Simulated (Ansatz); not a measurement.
Calculated with Ansatz (gas phase, PBE0-D4/def2-TZVP geometries, no zero-point term in ΔE). CBS: MP2 limit from def2 TZ/QZ plus the TZ coupled-cluster correction, frozen cores. Double bonds are as drawn, so ΔE can hold a change between cis and trans. For Ge outer-core shells are correlated without core-valence functions, which leaves a few kJ/mol of doubt a bond. Scalar relativity is left out up to krypton.

Reaction (formal exchange of groups at a B–F bond): `C[B](F)[GeH3]` + `C/C=[CH]/[AlH2]` → `C[B]([AlH2])[GeH3]` + `C/C=C\F`

`C[B](F)[GeH3]`:

Z-matrix (Å, degrees):
```
C
B 1 1.555
H 1 1.096 2 110.1
H 1 1.092 2 113.6 3 122.8
H 1 1.096 2 109.6 3 -115.0
F 2 1.329 1 119.3 3 -124.2
Ge 2 2.089 1 124.4 3 56.0
H 7 1.540 2 111.0 1 -120.5
H 7 1.540 2 111.0 1 120.5
H 7 1.540 2 112.1 1 -0.0
```

`C/C=[CH]/[AlH2]`:

```xyz
11

C    -0.661    1.608    0.777
C     0.134    0.501    0.177
C    -0.336   -0.691   -0.216
Al    0.868   -1.994   -0.973
H    -0.580    2.517    0.171
H    -0.277    1.866    1.770
H    -1.715    1.343    0.869
H     1.199    0.714    0.058
H    -1.406   -0.859   -0.079
H     2.398   -1.579   -1.101
H     0.375   -3.426   -1.454
```

`C[B]([AlH2])[GeH3]`:

Cartesian coordinates in Å:
```
C -1.567 -0.739 -0.161
B -0.222 -0.030 0.180
Al 0.487 0.563 2.086
Ge 1.073 0.302 -1.413
H -2.394 -0.580 0.535
H -1.923 -0.629 -1.189
H -1.291 -1.805 -0.061
H 0.357 2.071 2.585
H 1.262 -0.468 3.024
H 0.904 -0.715 -2.562
H 2.569 0.333 -1.033
H 0.744 1.697 -1.990
```

`C/C=C\F`:

```xyz
9

C    -0.075   -0.660   -0.930
C    -0.376   -0.091    0.412
C     0.280    0.895    0.995
F     1.325    1.506    0.417
H     0.151   -1.728   -0.858
H    -0.936   -0.562   -1.597
H     0.775   -0.161   -1.393
H    -1.202   -0.505    0.981
H     0.057    1.306    1.972
```

```csv
species,MP2/def2-TZVPP energy (Eh)
`C[B](F)[GeH3]`,-2241.75878
`C/C=[CH]/[AlH2]`,-360.19935
`C[B]([AlH2])[GeH3]`,-2385.09354
`C/C=C\F`,-216.76112
```

**Question.** Work out ΔE.

**Answer.** ΔE = (-2385.09354) + (-216.76112) − (-2241.75878) − (-360.19935) = 0.10347 Eh = +271.7 kJ/mol. CCSD(T)/CBS gives +257.5 kJ/mol.

Largest T1 diagnostic among the species: 0.013.

From PBE to PBE0 (25 % exact exchange), in def2-TZVPP and without D4, ΔE moves by +6.6 kJ/mol.
